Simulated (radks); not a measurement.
Question: Tl XXXIII, configuration [Kr] 4d10 4f3. Calculated with a radial shooting solver on a logarithmic mesh with Libxc functionals: Dirac Kohn-Sham, BLYP, spin-unpolarised, spherical densities, finite nucleus; open shells fill j = l - 1/2 first; Fermi nuclear charge, rms radius 5.4759 fm. Some entries of the table are withheld. Estimate them.

| orbital | occ. | eigenvalue (hartree) | <r> (bohr) | <r^2> (bohr^2) |
|---|---|---|---|---|
| 1s1/2 | 2 | -3183.146 | 0.01632 | (1) |
| 2s1/2 | 2 | -601.9991 | 0.06809 | 0.005552 |
| 2p1/2 | 2 | -579.7854 | (2) | 0.003912 |
| 2p3/2 | 4 | -503.8898 | (3) | 0.005097 |
| 3s1/2 | 2 | -176.5626 | 0.1764 | 0.03573 |
| 3p1/2 | 2 | (4) | 0.1668 | 0.03248 |
| 3p3/2 | 4 | (5) | 0.1826 | 0.03867 |
| 3d3/2 | 4 | (6) | 0.1587 | 0.02952 |
| 3d5/2 | 6 | (7) | 0.1635 | 0.03119 |
| 4s1/2 | 2 | (8) | 0.3730 | 0.1568 |
| 4p1/2 | 2 | (9) | 0.3713 | 0.1564 |
| 4p3/2 | 4 | (10) | 0.3984 | 0.1797 |
| 4d3/2 | 4 | -53.25327 | 0.3920 | 0.1761 |
| 4d5/2 | 6 | -52.28610 | 0.3998 | 0.1829 |
| 4f5/2 | 3 | -43.47943 | 0.3763 | 0.1621 |
| 4f7/2 | 0 | -43.21903 | 0.3797 | 0.1648 |

Answer: 
(1) 1s1/2 <r^2> (bohr^2): 0.0003691
(2) 2p1/2 <r> (bohr): 0.05590
(3) 2p3/2 <r> (bohr): 0.06469
(4) 3p1/2 eigenvalue (hartree): -166.5643
(5) 3p3/2 eigenvalue (hartree): -149.5555
(6) 3d3/2 eigenvalue (hartree): -133.0468
(7) 3d5/2 eigenvalue (hartree): -129.4166
(8) 4s1/2 eigenvalue (hartree): -69.47444
(9) 4p1/2 eigenvalue (hartree): -65.12005
(10) 4p3/2 eigenvalue (hartree): -60.34233
